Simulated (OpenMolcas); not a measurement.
A calculation on P+.

| Item | Value |
| --- | --- |
| Program | OpenMolcas 26.06 |
| Method | RASSCF |
| Basis | ANO-RCC-VTZP [5s4p2d1f] |
| Scalar Hamiltonian | DKH2, point nucleus |
| Active space | 4 electrons in 9 orbitals (RAS2 3s 3p; RAS3 3d, at most 2 electrons) |
| State averaging | 2S+1 = 3 even, 6 roots; 2S+1 = 1 even, 11 roots; 2S+1 = 5 odd, 1 root; 2S+1 = 3 odd, 8 roots; 2S+1 = 1 odd, 8 roots |
| Spin-orbit coupling | RASSI with atomic mean-field integrals over the reference wave functions, term energies averaged over their components |

Question: Which level of the active space comes out lowest?

Answer: 3s2 3p2 3P0, with 100 % of that term; it is also the measured ground level.

Question: How high does 3s 3p3 3D* 1 lie?

Answer: 7.9326 eV above the lowest level; measured 8.0901 eV above the ground level, so the calculation is off by -2 %.

Question: How high does 3s 3p3 3D* 2 lie?

Answer: 7.9339 eV above the lowest level; measured 8.0927 eV above the ground level, so the calculation is off by -2 %.

Question: How high does 3s2 3p2 1D2 lie?

Answer: 1.3276 eV above the lowest level; measured 1.1013 eV above the ground level, so the calculation is off by +21 %.

Measured values: NIST Handbook of Basic Atomic Spectroscopic Data.

Without dynamic correlation excited terms often stand tens of per cent too high (terms of higher spin than the ground term too low), and those without a measured partner can miss by more than the paired ones. The run also gave levels led by 3s 3p2 3d, 3s2 3p 3d, which use shells meant for correlation; these and all levels above them are left out. Some terms mix strongly with configurations of 3d, whose occupation reaches 0.26 (3s 3p3 3D*, 3s 3p3 3P*). Computed and measured levels are paired by configuration, term and J; levels that our copy of the source lacks, or whose pairing is in doubt (as where it misses far off the trend of its configuration), stay unpaired and out of the deviations. Only configurations of the active space appear.

* marks odd parity.
